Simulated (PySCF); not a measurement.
## Excitation energy of Pd by level of theory

Pd [Kr] 4d10 (1S) → Pd [Kr] 4d9 5p1 (high-spin determinant), as a difference of total energies. All numbers are calculated (PySCF 2.14, scalar relativity through the core potential, in def2-QZVPPD with the def2 core potential (28 electrons)). Correlated levels: valence: 4s2 4p6 frozen; valence and next inner shell: nothing frozen outside the core potential. The calculations carry no spin-orbit coupling.

```tsv
method	excitation energy (eV)
UHF	2.859
LDA	4.772
PBE	4.426
PBE0	4.236
r2SCAN	4.176
r2SCANh	4.136
r2SCAN0	4.076
M06	5.098
LC-wPBE	4.335
MP2 (valence)	4.847
SCS-MP2 (valence)	4.708
MP2 (valence and next inner shell)	4.939
SCS-MP2 (valence and next inner shell)	4.725
```

How much does correlation contribute at MP2 (valence and next inner shell)?

4.939 − (2.859) = 2.080 eV, measured against UHF.

The determinant of the upper state mixes LS terms, which raises its energy above the lowest term, most at the Hartree-Fock and MP2 levels.
